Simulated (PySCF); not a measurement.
Stretching AuO

Set-up: Au cc-pVDZ-PP with ECP60, O cc-pVDZ; scalar-relativistic core potentials (PySCF 2.14). Energies in eV from Au (5d10 6s1) + O in their ground configurations at the same level. State: ²Π (doublet), unpaired electrons π ↑.

All columns are PBE0. A positive dipole means Au(−)O(+).

```
R (Å)  E (eV)  μ (D)  Mulliken charge on Au (basis-dependent)  HOMO (eV)  LUMO (eV)  Mayer bond order  ⟨S²⟩
1.629  -0.891  -2.57                                     0.25      -7.22      -3.87              1.76  0.76
1.705  -1.514  -2.81                                     0.26      -7.29      -3.79              1.61  0.76
1.780  -1.840  -2.99                                     0.27      -7.34      -3.68              1.48  0.76
1.837  -1.951  -3.09                                     0.28      -7.37      -3.57              1.40  0.76
1.894  -1.981  -3.17                                     0.28      -7.38      -3.61              1.32  0.77
1.951  -1.953  -3.24                                     0.28      -7.39      -3.71              1.26  0.77
2.027  -1.853  -3.30                                     0.27      -7.39      -3.83              1.19  0.79
2.121  -1.666  -3.33                                     0.26      -7.37      -3.98              1.12  0.83
2.235  -1.406  -3.23                                     0.23      -7.38      -4.12              1.02  0.92
2.386  -1.072  -2.88                                     0.19      -7.48      -4.23              0.85  1.10
```

A fit through these points gives, at Re = 1.892 Å, μ = -3.17 D and dμ/dR = -1.32 D/Å; the reduced mass is 14.79 u.

Q: How strong is the fundamental in the double-harmonic approximation, I = 42.26·(dμ/dR)²/μred km/mol?

A: I = 42.26·(-1.32)²/14.79 = 4.98 km/mol at PBE0.

⟨S²⟩ of the unrestricted solution departs from its pure value on part of the curve, where spin states mix. These are scalar-relativistic numbers at best; spin–orbit coupling would shift them, the dissociation energy most. The state is the lowest single determinant that the PBE0 search found; with open d or f shells the true ground state can be another one.
